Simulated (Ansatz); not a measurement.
C4H8F2O can be A, `CC(F)OCCF`, or B, `FCCCOCF`.

Program: Ansatz. Geometries: PBE0-D4/def2-TZVP. ΔE: electronic, gas phase. CCSD(T)/CBS adds triple-zeta CCSD(T) − MP2 to the extrapolated MP2 energy (def2 sets, frozen cores). DFT in def2-TZVPP. B3LYP here is the variant with VWN-RPA as its local correlation; programs differ in this. One conformer a species, not always the lowest.

(1) Which isomer does CCSD(T)/CBS put lower? Give the gap. (Best estimate.)

(2) Give E(B) − E(A) in kcal/mol with CCSD(T)/def2-TZVPP, B2PLYP, PBE0-D4, PBE-D4, B3LYP, CCSD/def2-TZVPP, MP2/def2-TZVPP. (Estimate.)

Largest T1 diagnostic: 0.011.

Answers

(1) Computed: A, by 3.9 kcal/mol.

(2) The calculation gave: CCSD(T)/def2-TZVPP 3.7, B2PLYP 4.0, PBE0-D4 3.7, PBE-D4 3.4, B3LYP 4.1, CCSD/def2-TZVPP 3.8, MP2/def2-TZVPP 3.4. None reverses the order clearly.

In def2-TZVPP, CCSD(T) changes the Hartree–Fock value by −1.0 kcal/mol (the triples alone add −0.1 kcal/mol) and MP2 by −1.3 kcal/mol.
